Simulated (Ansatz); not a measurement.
```xyz
12

Li    1.5448   -1.8633    2.3003
C     0.6391   -0.7712    0.9521
C    -0.6884   -1.0012    0.5493
C    -1.3430   -0.2330   -0.4073
C    -0.6825    0.8234   -1.0165
C     0.6291    1.0943   -0.6561
C     1.2607    0.3106    0.3033
H    -1.2562   -1.8185    0.9950
H    -2.3705   -0.4577   -0.6790
H    -1.1844    1.4289   -1.7640
H     1.1598    1.9184   -1.1245
H     2.2916    0.5692    0.5474
```

Total charge 0; spin multiplicity 1.

List the PBE0/def2-TZVPP orbital energies in eV (Ansatz 0.2.0). (Best estimate.)

The calculation gave: Occupied: -277.22, -277.17, -277.17, -277.06, -277.06, -276.21, -54.92, -22.69, -19.72, -19.41, -15.63, -15.40, -13.31, -11.45, -11.25, -10.58, -9.71, -9.28, -8.26, -6.15, -5.98, -5.51. Lowest empty: -1.17, 0.29, 0.60, 0.89, 1.51, 1.73, 2.63, 3.19.
